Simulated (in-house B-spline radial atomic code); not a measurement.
Binding energies in Ba III (Ba2+)

NIST's tabulated ground configuration is [Kr] 4d10 5s2 5p6; each binding energy is the energy of the ion with one electron taken from that subshell, relaxed, less that of the parent. Computed with a radial B-spline atomic code at the basis-set limit: Dirac-Hartree-Fock, average of configuration, Fermi nucleus of rms radius 4.8378 fm. Energies include first-order Breit, QED and recoil terms.

```tsv
subshell	X-ray name	binding energy (eV)	-ε (eV)	relaxation (eV)
1s	K	37460.4	37668.2	68.7
2s	L1	6017.1	6068.7	36.5
2p1/2	L2	5646.7	5701.6	40.3
2p3/2	L3	5269.7	5318.5	38.7
3s	M1	1317.5	1335.9	15.7
3p1/2	M2	1162.3	1180.9	16.3
3p3/2	M3	1087.9	1105.0	15.7
3d3/2	M4	818.3	836.5	17.5
3d5/2	M5	803	820.5	17.2
4s	N1	285.1	291.1	5.5
4p1/2	N2	226.7	232.4	5.3
4p3/2	N3	211.2	216.4	5.0
4d3/2	N4	113.9	118.5	4.6
4d5/2	N5	111.3	115.7	4.5
5s	O1	54.51	55.34	0.76
5p1/2	O2	37.05	37.76	0.68
5p3/2	O3	34.84	35.46	0.61
```

Relaxation = -ε minus the binding energy without Breit, QED and recoil terms.

Emission lines follow as differences of binding energies, with λ = 12398.42 eV·Å / E:

```json
{"line": "K-L3", "holes": "1s → 2p3/2", "energy (eV)": "32190.7", "wavelength (Å)": "0.38516"}
{"line": "K-L2", "holes": "1s → 2p1/2", "energy (eV)": "31813.7", "wavelength (Å)": "0.38972"}
{"line": "K-M3", "holes": "1s → 3p3/2", "energy (eV)": "36372.5", "wavelength (Å)": "0.34087"}
{"line": "L3-M5", "holes": "2p3/2 → 3d5/2", "energy (eV)": "4466.7", "wavelength (Å)": "2.7757"}
{"line": "L2-M4", "holes": "2p1/2 → 3d3/2", "energy (eV)": "4828.4", "wavelength (Å)": "2.5678"}
{"line": "L1-M3", "holes": "2s → 3p3/2", "energy (eV)": "4929.2", "wavelength (Å)": "2.5153"}
{"line": "L3-M1", "holes": "2p3/2 → 3s", "energy (eV)": "3952.2", "wavelength (Å)": "3.1371"}
{"line": "L2-N4", "holes": "2p1/2 → 4d3/2", "energy (eV)": "5532.8", "wavelength (Å)": "2.2409"}
```

Question: What screening constant σ does Moseley's law, E = (3/4)·13.6057 eV·(Z - σ)², need for K-L3?

Answer: σ = -0.17.

Moseley's non-relativistic formula needs a falling, then negative, screening constant for heavy elements, because relativity binds the 1s electron more strongly than the formula allows.

Question: What does it cost to remove both a 3p3/2 and a 3d3/2 electron?

Answer: 1958.9 eV, which is 52.73 eV more than the two single binding energies together.

Question: What does it cost to remove both a 3d3/2 and a 4p1/2 electron?

Answer: 1073.3 eV, which is 28.29 eV more than the two single binding energies together.

Question: What does it cost to remove both a 3p3/2 and a 4s electron?

Answer: 1401.8 eV, which is 28.81 eV more than the two single binding energies together.
